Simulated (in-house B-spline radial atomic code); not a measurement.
## Bi2+: [Ar] (3d3/2)3 (3d5/2)6 4s2 4p6 4d10 4f14 5s2 5p6 5d10 6s2 6p2 (with a hole in an inner shell)

Method: Dirac-Hartree-Fock, average of the jj configuration, Fermi nucleus of rms radius 5.5211 fm. Calculated with a B-spline radial code for spherical atoms.

Screening seen three ways: the hydrogenic charge with the same mean radius, Z_r = [3n² - l(l+1)]/(2<r>), the one with the same energy, Z_e = n√(-2ε), and Slater's rules. Values are occupation-weighted means over j. An effective charge above Z reflects the relativistic contraction of the inner shells.

| shell | electrons | ε (eV) | <r> (bohr) | Z_r | Z_e | Slater |
| --- | --- | --- | --- | --- | --- | --- |
| 1s | 2 | -91268 | 0.01579 | 94.97 | 81.90 | 82.70 |
| 2s | 2 | -16649 | 0.06572 | 91.30 | 69.96 | 78.85 |
| 2p | 6 | -14423 | 0.05992 | 83.45 | 65.12 | 78.85 |
| 3s | 2 | -4146.5 | 0.1702 | 79.33 | 52.37 | 71.75 |
| 3p | 6 | -3489 | 0.1717 | 72.82 | 48.04 | 71.75 |
| 3d | 9 | -2757.1 | 0.1573 | 66.77 | 42.71 | 62.20 |
| 4s | 2 | -1021.2 | 0.3738 | 64.20 | 34.65 | 56.10 |
| 4p | 6 | -798.35 | 0.3961 | 58.06 | 30.64 | 56.10 |
| 4d | 10 | -521.41 | 0.4151 | 50.59 | 24.76 | 44.85 |
| 4f | 14 | -223.36 | 0.4269 | 42.16 | 16.21 | 33.45 |
| 5s | 2 | -212.21 | 0.8261 | 45.39 | 19.75 | 26.35 |
| 5p | 6 | -145.12 | 0.93 | 39.25 | 16.33 | 26.35 |
| 5d | 10 | -61.142 | 1.165 | 29.62 | 10.60 | 12.85 |
| 6s | 2 | -37.801 | 2.033 | 26.56 | 10.00 | 7.65 |
| 6p | 2 | -25.255 | 2.504 | 21.16 | 8.17 | 7.65 |

The least bound orbital is 6p3/2 at -24.22 eV, and it is also the most diffuse (<r> = 2.581 bohr). The part-filled 3d shell lies below the filled 6s shell in orbital energy.

For the 1s electron the small component carries 10.1 % of the norm, the zero-frequency Breit interaction raises the level by 358.3 eV, self-energy by 233.5 eV, and vacuum polarisation lowers it by 50.59 eV.
